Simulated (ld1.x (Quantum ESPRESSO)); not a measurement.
What one change does to a pseudopotential (As (Z = 33), TM)

- Element: arsenic
- Generator: ld1.x (Quantum ESPRESSO) 7.5
- Type: norm-conserving Troullier–Martins (Kleinman–Bylander form)
- Functional: PBE
- Relativity: scalar-relativistic
- Frozen core: [Ar] 3d10
- Valence charge: 5
- Reference configuration: 4s2 4p1 (charge +2)
- Partial waves: 4s (bound): rc 1.50 bohr; 4p (bound): rc 1.80 bohr; 4d channel at 0.15 Ry: rc 1.95 bohr
- Local potential: all-electron potential smoothed inside 1.40 bohr (lloc = -1)
- Core correction: a·sin(br)/r model core inside 1.45 bohr

All-electron outer shells of the reference configuration (PBE, scalar-relativistic, ld1.x):

| shell | level (eV) | outermost node (bohr) | outermost maximum (bohr) |
| --- | --- | --- | --- |
| 4s | -33.45 | 0.73 | 1.57 |
| 4p | -22.67 | 0.77 | 1.83 |

Change: local potential the d channel.

Cutoffs: the cutoffs (Ry, on a coarse ladder) from which the occupation-weighted sum of valence levels, in a spherical-Bessel basis at the reference potential, stays within 10 and 1 mRy of its value at 400 Ry; they do not see the model core or the augmentation charge, which bear on the density cutoff. Errors are all-electron minus pseudo energies relative to the spin-unpolarised reference configuration.

**Question.** Predict the effect on cutoff, ghosts and configuration errors.

**Answer.** The potential gets harder (25 Ry and 50 Ry → 35 Ry and 50 Ry); a bound ghost appears in p, which as a rule spoils a file; of the 7 tests that both files solve, the error grows in 7 and shrinks in 0 by more than 15 % and 0.3 meV (median size 4.4 → 33.3 meV); the range in which the s phases agree widens (upper end -0.9 → 1.5); the range in which the d phases agree widens (upper end 3.1 → 4.3). In the separable form a ghost depends on how the local part lies against the semilocal potential of the channel, so the choice of the local part can create or remove one.

```csv
quantity,base,changed
"cutoff, loose",25 Ry,35 Ry
"cutoff, tight",50 Ry,50 Ry
loose cutoff by channel (10 mRy a level),"s 18 Ry, p 12 Ry","s 18 Ry, p 15 Ry"
bound ghosts,none,p
"error for 4s2 4p3, meV [ΔE -27.07 eV]",+2.8,-60
"error for 4s2 4p2, meV [ΔE -17.92 eV]",+0.5,-20
"error for 4s2 4p0, meV [ΔE 27.70 eV]",-14,-36
"error for 4s1 4p3, meV [ΔE -7.81 eV]",+0.2,-7.0
"error for 4s0 4p5, meV [ΔE -8.01 eV]",-5.3,-25
"error for 4s2 4p3.3, meV [ΔE -28.30 eV]",+4.4,-71
"error for 4s1 4p4, meV [ΔE -17.65 eV]",+4.5,-33
s: phases at 2.14 bohr within 0.05 rad from the reference energy up to (Ry; the scan ends near 5),-0.9,1.5
p: phases at 2.14 bohr within 0.05 rad from the reference energy up to (Ry; the scan ends near 5),1.9,2.2
d: phases at 2.14 bohr within 0.05 rad from the reference energy up to (Ry; the scan ends near 5),3.1,4.3
```

 A true bound ghost makes a file unfit for plane-wave use even where its test errors are small: the radial tests pick states by their node count and pass the ghost by.
